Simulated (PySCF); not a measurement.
# 3-chlorobenzaldehyde: full NMR table

```yaml
Formula: C7H5ClO
SMILES: O=Cc1cccc(Cl)c1
Point_group_of_the_computed_structure: Cs
Degrees_of_unsaturation: 5
Carbon_signals: 7
Proton_signals: 5
```

Molfile (atoms numbered from 1):
```
C7H5ClO
     RDKit          3D

 14 14  0  0  0  0  0  0  0  0999 V2000
    3.2140    0.1400   -0.1445 O   0  0  0  0  0  0  0  0  0  0  0  0
    2.2876   -0.5963    0.0720 C   0  0  0  0  0  0  0  0  0  0  0  0
    0.8696   -0.2075    0.0200 C   0  0  0  0  0  0  0  0  0  0  0  0
    0.5247    1.1063   -0.2979 C   0  0  0  0  0  0  0  0  0  0  0  0
   -0.8042    1.4808   -0.3462 C   0  0  0  0  0  0  0  0  0  0  0  0
   -1.7998    0.5543   -0.0797 C   0  0  0  0  0  0  0  0  0  0  0  0
   -1.4531   -0.7527    0.2356 C   0  0  0  0  0  0  0  0  0  0  0  0
   -2.6966   -1.9060    0.5671 Cl  0  0  0  0  0  0  0  0  0  0  0  0
   -0.1273   -1.1435    0.2884 C   0  0  0  0  0  0  0  0  0  0  0  0
    2.4502   -1.6595    0.3365 H   0  0  0  0  0  0  0  0  0  0  0  0
    1.3169    1.8107   -0.5016 H   0  0  0  0  0  0  0  0  0  0  0  0
   -1.0740    2.4967   -0.5917 H   0  0  0  0  0  0  0  0  0  0  0  0
   -2.8399    0.8384   -0.1145 H   0  0  0  0  0  0  0  0  0  0  0  0
    0.1312   -2.1623    0.5344 H   0  0  0  0  0  0  0  0  0  0  0  0
  1  2  2  0
  2  3  1  0
  3  4  2  0
  4  5  1  0
  5  6  2  0
  6  7  1  0
  7  8  1  0
  7  9  2  0
  9  3  1  0
  2 10  1  0
  4 11  1  0
  5 12  1  0
  6 13  1  0
  9 14  1  0
M  END
```

[PySCF 2.14: σ from GIAO-PBE0/pcSseg-1; coordinates at the GFN2-xTB level; no solvent model; relativity neglected; a single conformation]

Shifts are taken against calculated references (same method and geometry level): TMS for 1H (σ = 31.72 ppm), 13C (σ = 186.93 ppm); 17O (σ = 336.08 ppm) vs H2O.

| carbon | δC, type | δH (multiplicity) | HMBC from (2–3 bonds) | span of the C tensor (ppm) |
| --- | --- | --- | --- | --- |
| C2 | 195.0, CH | 10.12 (s) | H11, H14 | 180 |
| C3 | 142.2, C | – | H10, H11, H14, H12 | 207 |
| C4 | 132.0, CH | 8.39 (d) | H10, H13, H14, H12 | 239 |
| C5 | 135.7, CH | 7.81 (m) | H11, H13 | 232 |
| C6 | 141.1, CH | 7.85 (m) | H11, H14, H12 | 212 |
| C7 | 146.7, C | – | H13, H14, H12 | 183 |
| C9 | 140.0, CH | 7.83 (s) | H10, H11, H13 | 200 |

Other nuclei:
| atoms | nucleus | environment | δ (ppm) | σ (ppm) |
| --- | --- | --- | --- | --- |
| O1 | 17O | aldehyde oxygen | 671.5 | -335.4 |

Carbon types of the structure: 2 × C, 5 × CH, which accounts for all hydrogens. δC 195.0: aldehyde carbonyl carbon; low-lying n→π* states of the double bond to the heteroatom give a large paramagnetic term (-250 ppm). δC 146.7: aromatic carbon bearing chlorine. δC 142.2: substituted aromatic carbon. δC 141.1, 140.0, 135.7, 132.0: aromatic CH. δH 10.12: hydrogen on an aldehyde carbonyl carbon; the formyl region, downfield of aromatic protons.

Carbons that carry Cl, above all several Cl atoms, come out too deshielded, partly because spin–orbit coupling is missing. Shifts are as computed. Against solution values, carbons near 30 ppm lie about +3 ppm off and those near 130 ppm about +5 ppm; carbons on Cl a further +6 ppm. Of 1211 compounds with measured shifts, 218 miss one by over three times the rms of a fit or turn the order of signals round; such compounds aren't used in these exercises. Unscaled 17O shifts of doubly bonded oxygen tend to come out too high, by tens of ppm or more. Experimental scales use liquid or dissolved standards, which lie at an offset from isolated H2O (liquid H2O: subtract about 36 ppm). No couplings were computed; multiplicities are counted from neighbouring protons, with m where these are inequivalent, close in shift, in a saturated or five-membered ring or joined by F or P, and br s for small geminal =CH2 splittings.
